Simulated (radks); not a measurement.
The numbers below are computed, except where a source is named.
Task: Valence configurations of Ag3+ (all share [Kr]). Level of theory: Dirac Kohn-Sham, PBE, spin-unpolarised, spherical densities, finite nucleus; open shells fill j = l - 1/2 first; Fermi nuclear charge, rms radius 4.5454 fm (a radial shooting solver on a logarithmic mesh with Libxc functionals). Order these by energy: 4d6 5s2; 4d7.5 5p0.5; 4d7 5s1; 4d5.5 5s0.5 5p2; 4d6.5 5p1.5; 4d6 5p2; 4d7 5p1; 4d8.

Result: From the lowest, in eV above it: 4d8 0.000; 4d7.5 5p0.5 10.022; 4d7 5s1 13.220; 4d7 5p1 20.877; 4d6 5s2 28.973; 4d6.5 5p1.5 32.576; 4d6 5p2 45.128; 4d5.5 5s0.5 5p2 54.375. NIST lists [Kr] 4d8 as the ground configuration; this level of theory agrees among the configurations tried. The energies are those of spherical spin-averaged densities, not of single terms.
